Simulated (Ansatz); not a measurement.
One geometry of FH4O3Si2 (`O[Si](O)(F)O[SiH2]`) radical, several functionals.

```yaml
crystal:
  periodic: [false, false, false]
  atoms:
    - {symbol: O, position_ang: [-1.744892, 0.056111, 0.546642]}
    - {symbol: Si, position_ang: [-0.237677, -0.513172, 0.691504]}
    - {symbol: O, position_ang: [0.484892, 0.221272, 1.944926]}
    - {symbol: F, position_ang: [-0.231214, -2.077200, 0.962935]}
    - {symbol: O, position_ang: [0.523416, -0.282547, -0.707844]}
    - {symbol: Si, position_ang: [0.420754, 0.405669, -2.197756]}
    - {symbol: H, position_ang: [-2.259230, 0.193135, 1.342739]}
    - {symbol: H, position_ang: [1.289318, -0.160800, 2.297721]}
    - {symbol: H, position_ang: [-0.023377, 1.824270, -2.073577]}
    - {symbol: H, position_ang: [1.777992, 0.333253, -2.807300]}
basis:
  gaussian: {orbitals: def2-TZVPP}
magnetization: {spin_polarized: true, initial_magnetization: 1}
hamiltonian: {xc: {name: wB97X-V}}
output: {orbitals: {seedname: orbitals}}
```

```sh
$ ansatz run in.yaml --threads 2 --pin off --events-out ev --progress --plain --max-ram 22528MiB --backend cpu
```

Output, abridged:

```
Functional definition: wB97X-V
1427 factors; their error is unknown
296 factors; integrals over basis functions are off by at most 1.2e-5 eV
mean field evaluation 1: about -24674.1246 eV, gradient 5.5e1 eV
mean field evaluation 2: about -24673.8669 eV, gradient 5.7e1 eV
mean field evaluation 4: about -24683.3574 eV, gradient 2.4e0 eV
mean field evaluation 8: about -24683.3883 eV, gradient 1.1e-1 eV
mean field evaluation 16: about -24683.4168 eV, gradient 5.1e-4 eV
mean field -24683.41684561 eV, -907.0988380553 hartree, gradient 4.7e-5 eV, S^2 0.751569; 0 other end points of the search recorded, 0 dependent functions left out
reference -24683.41684421 eV, -907.0988380038 hartree; 33, 32 occupied and 231, 232 virtual orbitals, 1427 factors
Total energy: -24683.41684421 eV, -907.0988380038 hartree
```

It took 23 s on 2 threads of an AMD EPYC 7R13 on a shared host, with 1.3 GiB of host memory at the peak.

The same input with `hamiltonian: {xc: r2scan, dispersion: d4}` and forces (abridged; 12 s):

```
Functional definition: r2SCAN
mean field evaluation 16: about -24683.7126 eV, gradient 2.3e-4 eV
mean field -24683.71261235 eV, -907.1097072827 hartree, gradient 7.5e-5 eV, S^2 0.753276
Total energy: -24683.77544960 eV, -907.1120165088 hartree
Atom 0 force    -0.038749     0.027209    -0.033696 eV/Å
Atom 1 force    -0.012805    -0.017636     0.049718 eV/Å
Atom 2 force     0.013809     0.042918     0.037539 eV/Å
Atom 3 force     0.000096    -0.067907     0.000538 eV/Å
Atom 4 force     0.036418    -0.007480    -0.040518 eV/Å
Atom 5 force     0.013791     0.025667    -0.033098 eV/Å
Atom 6 force    -0.015498     0.003628     0.015725 eV/Å
Atom 7 force     0.018258    -0.004082     0.012190 eV/Å
Atom 8 force     0.012745    -0.015540    -0.010629 eV/Å
Atom 9 force    -0.028065     0.013224     0.002231 eV/Å
Dipole moment:     0.068223     0.110492     0.266793 e Å
```
